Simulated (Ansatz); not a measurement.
Input and output for C$_{7}$H$_{11}$ClO$_{2}$Ti (`CC[C@@]12[C@H]3[C@H]4[C@H]5[C@@H]1[Ti]4532([OH])([OH])[Cl]`).

```yaml
crystal:
  periodic: [false, false, false]
  atoms:
    - {symbol: C, position_ang: [0.130792, -2.712611, 0.436374]}
    - {symbol: C, position_ang: [-0.279049, -1.511925, 1.269698]}
    - {symbol: C, position_ang: [-0.706889, -0.326765, 0.469768]}
    - {symbol: C, position_ang: [-1.030616, -0.287225, -0.901152]}
    - {symbol: C, position_ang: [-1.384572, 1.038168, -1.248998]}
    - {symbol: C, position_ang: [-1.269470, 1.829903, -0.094277]}
    - {symbol: C, position_ang: [-0.829448, 0.996790, 0.957816]}
    - {symbol: Ti, position_ang: [0.887371, 1.075162, -0.645973]}
    - {symbol: O, position_ang: [2.021421, 0.177027, 0.467695]}
    - {symbol: O, position_ang: [1.422167, 2.783757, -0.566864]}
    - {symbol: Cl, position_ang: [1.508924, 0.428105, -2.716028]}
    - {symbol: H, position_ang: [0.964478, -2.460522, -0.222439]}
    - {symbol: H, position_ang: [-0.694743, -3.078013, -0.179526]}
    - {symbol: H, position_ang: [0.448042, -3.534499, 1.080598]}
    - {symbol: H, position_ang: [-1.104455, -1.785768, 1.937596]}
    - {symbol: H, position_ang: [0.552904, -1.207816, 1.910704]}
    - {symbol: H, position_ang: [-0.973096, -1.116262, -1.589145]}
    - {symbol: H, position_ang: [-1.639746, 1.382289, -2.240044]}
    - {symbol: H, position_ang: [-1.445773, 2.893112, -0.030965]}
    - {symbol: H, position_ang: [-0.594053, 1.314586, 1.963653]}
    - {symbol: H, position_ang: [2.945806, 0.437804, 0.397085]}
    - {symbol: H, position_ang: [1.070004, 3.664681, -0.455577]}
basis:
  gaussian: {orbitals: cc-pVTZ-DK}
magnetization: {spin_polarized: true, initial_magnetization: 2}
hamiltonian: {xc: {name: PBEsol}, dispersion: d3bjatm}
scf: {lower_state_search: full}
output: {forces: true}
```

```sh
$ ansatz run in.yaml --threads 4 --pin off --events-out ev --progress --plain --max-ram 66560MiB --backend cuda --devices 0, --max-vram 37GiB
```

Shortened log:

```
Functional definition: PBEsol
2917 factors; their error is unknown
mean field evaluation 1: about -47182.3156 eV, gradient 9.7e1 eV
mean field evaluation 2: about -46587.5404 eV, gradient 3.5e2 eV
mean field evaluation 4: about -47196.8208 eV, gradient 7.5e1 eV
mean field evaluation 8: about -47225.5123 eV, gradient 4.3e0 eV
mean field evaluation 16: about -47225.5939 eV, gradient 4.0e-2 eV
mean field evaluation 32: about -47225.5322 eV, gradient 4.1e-5 eV
mean field -47225.53224078 eV, -1735.5062992331 hartree, gradient 5.3e-6 eV, S^2 2.005672; 19 other end points of the search recorded, 0 dependent functions left out
reference -47225.53233620 eV, -1735.5063027399 hartree; 55, 53 occupied and 471, 473 virtual orbitals, 2917 factors
Total energy: -47225.87070144 eV, -1735.5187374330 hartree
Relativity: scalar
Atom 0 at     0.130792    -2.712611     0.436374 Å, force    -0.123365     0.164965     0.126424 eV/Å
Atom 1 at    -0.279049    -1.511925     1.269698 Å, force     0.002368     0.119912    -0.523481 eV/Å
Atom 2 at    -0.706889    -0.326765     0.469768 Å, force    -0.145452    -1.617881    -0.923375 eV/Å
Atom 3 at    -1.030616    -0.287225    -0.901152 Å, force     0.498314    -1.039669     0.811187 eV/Å
Atom 4 at    -1.384572     1.038168    -1.248998 Å, force    -0.733905     0.195354    -1.145645 eV/Å
Atom 5 at    -1.269470     1.829903    -0.094277 Å, force     0.817731     0.409468     0.884716 eV/Å
Atom 6 at    -0.829448     0.996790     0.957816 Å, force    -0.585492     1.288330     0.578724 eV/Å
Atom 7 at     0.887371     1.075162    -0.645973 Å, force    -1.299110     1.285976    -0.130170 eV/Å
Atom 8 at     2.021421     0.177027     0.467695 Å, force     0.801232    -0.757080     0.617226 eV/Å
Atom 9 at     1.422167     2.783757    -0.566864 Å, force     0.338174     0.064436     0.043945 eV/Å
Atom 10 at     1.508924     0.428105    -2.716028 Å, force     0.296317    -0.516040    -0.702193 eV/Å
Atom 11 at     0.964478    -2.460522    -0.222439 Å, force     0.237048     0.110429    -0.173368 eV/Å
Atom 12 at    -0.694743    -3.078013    -0.179526 Å, force    -0.226839    -0.100778    -0.175712 eV/Å
Atom 13 at     0.448042    -3.534499     1.080598 Å, force     0.081257    -0.220689     0.175302 eV/Å
Atom 14 at    -1.104455    -1.785768     1.937596 Å, force    -0.292249    -0.054528     0.249698 eV/Å
Atom 15 at     0.552904    -1.207816     1.910704 Å, force     0.191012     0.129364     0.215615 eV/Å
Atom 16 at    -0.973096    -1.116262    -1.589145 Å, force     0.006296    -0.288604    -0.194940 eV/Å
Atom 17 at    -1.639746     1.382289    -2.240044 Å, force    -0.323152     0.045563    -0.303155 eV/Å
Atom 18 at    -1.445773     2.893112    -0.030965 Å, force    -0.028693     0.305215     0.031839 eV/Å
Atom 19 at    -0.594053     1.314586     1.963653 Å, force    -0.053906     0.052300     0.377985 eV/Å
Atom 20 at     2.945806     0.437804     0.397085 Å, force     0.722234    -0.158194     0.116746 eV/Å
Atom 21 at     1.070004     3.664681    -0.455577 Å, force    -0.179819     0.582149     0.042630 eV/Å
Dipole moment:    -0.657315     0.109767     0.585554 e Å
```

It took 3.1 min on 4 threads of an AMD EPYC 7R13 on a shared host and a share of an NVIDIA H100 80 GB, with 1.7 GiB of host memory at the peak.
